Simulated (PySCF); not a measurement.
Br$_{3}$In (SMILES [Br][In]([Br])[Br]), singlet, at a GFN2-xTB geometry (such geometries of metal compounds can be far from the true shape) (core potentials on In). Base run: B3LYP/def2-SVP in PySCF.

Here is a job for PySCF.
```python
from pyscf import gto, scf, dft

mol = gto.M(
    atom='''
In   -0.000000   -0.000000   -0.000000
Br   -1.988817   -1.488447   -0.194303
Br    0.006465    2.223711   -1.124139
Br    1.982352   -0.735264    1.318441
''',
    basis='def2-svp',
    ecp={'In': 'def2-svp'},
    charge=0,
    spin=0,
    verbose=4,
)

mf = dft.RKS(mol)
mf.xc = 'b3lyp'
mf.kernel()
mf.analyze()
```

Each row names what was changed in the base input (with any setting that the change needs).

```tsv
change	ΔE vs base (µEh)	outcome
base	0.0	converged
auxbasis = cc-pvtz-ri	-	input refused
auxbasis = even-tempered beta=2.0	-524	converged
auxbasis = def2-tzvp-ri	-	input refused
auxbasis = even-tempered beta=1.6	25.2	converged
only_dfj = on; auxbasis = def2-universal-jfit	…	converged
auxbasis = autoaux	5.3	converged
auxbasis = cc-pvdz-jkfit	-	input refused
auxbasis = cc-pvtz-jkfit	-	input refused
auxbasis = cc-pvqz-jkfit	-	input refused
```

Problem. What belongs in the gaps?

Solution. 
- only_dfj = on; auxbasis = def2-universal-jfit, ΔE vs base (µEh): -355

A fitting set is made for a task (jfit for Coulomb, jkfit for Coulomb and exchange, ri for correlation) and for a family of orbital bases.

- auxbasis = cc-pvtz-ri: ended with `pyscf.lib.exceptions.BasisNotFoundError: Basis set not found for In in cc-pvtz-ri`
- auxbasis = def2-tzvp-ri: ended with `pyscf.lib.exceptions.BasisNotFoundError: Basis set not found for In in def2-tzvp-ri`
- auxbasis = cc-pvdz-jkfit: ended with `pyscf.lib.exceptions.BasisNotFoundError: Basis set not found for In in cc-pvdz-jkfit`
